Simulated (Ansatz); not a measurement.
Energy profile

The step: CH₆Si ([CH3][SiH3]) + SiH₄ → CH₈Si₂ ([CH3][SiH2][SiH3]) + H₂; bonds formed: Si1–Si7, H2–H6; bonds broken: Si1–H2, H6–Si7 (atoms numbered as in the saddle structure below).

Si1  (-0.562, -0.063, 0.414)
H2  (0.189, -1.617, 0.450)
H3  (-1.879, -0.739, 0.323)
H4  (-0.818, 1.353, -0.105)
C5  (0.261, 0.317, 2.045)
H6  (0.292, -1.063, -0.540)
Si7  (0.243, 0.010, -2.079)
H8  (0.234, -0.531, 2.730)
H9  (1.307, 0.588, 1.872)
H10  (-0.232, 1.184, 2.495)
H11  (1.193, 1.151, -2.005)
H12  (0.828, -1.048, -2.959)
H13  (-1.056, 0.459, -2.641)
(Å)

Electronic energies by CCSD(T) at an estimated basis limit (MP2 extrapolated from triple and quadruple zeta, plus CCSD(T) − MP2 in triple zeta), on PBE0-D4/def2-TZVP structures; CH10Si2, closed shell; no counterpoise correction. Computed with Ansatz 0.2.0 (basis: def2-TZVPP and def2-QZVPP); correlated methods freeze the cores. Extrapolation: Hartree–Fock as exp(−7.88 √X), correlation as X^−2.97.

(1) Give the profile in kcal/mol, counted from the separated reactants. (To be estimated.)

T1 diagnostic: at most 0.013.

Results:

(1) The calculation gives:
```
                                                                                                                            point  kcal/mol
     separated: CH6Si (linked as [CH3][SiH3]; Si1, H2, H3, H4, C5, H8, H9, H10; singlet) + SiH4 (H6, Si7, H11, H12, H13; singlet)      0.00
                                                                                                                  start structure     -1.11
                                                                                                                           saddle     73.38
                                                                                                                    end structure      4.25
separated: CH8Si2 (linked as [CH3][SiH2][SiH3]; Si1, H3, H4, C5, Si7, H8, H9, H10, H11, H12, H13; singlet) + H2 (H2, H6; singlet)      4.81
```

For scale, one of the runs: CCSD(T)/def2-TZVPP, 255 basis functions, launched by `ansatz run in.yaml --threads 4 --pin off --events-out ev --progress --plain --max-ram 9574MiB`. The run took 110 s on 4 CPU threads of an Intel Xeon (shared host), with 5.3 GiB of host memory at its peak.
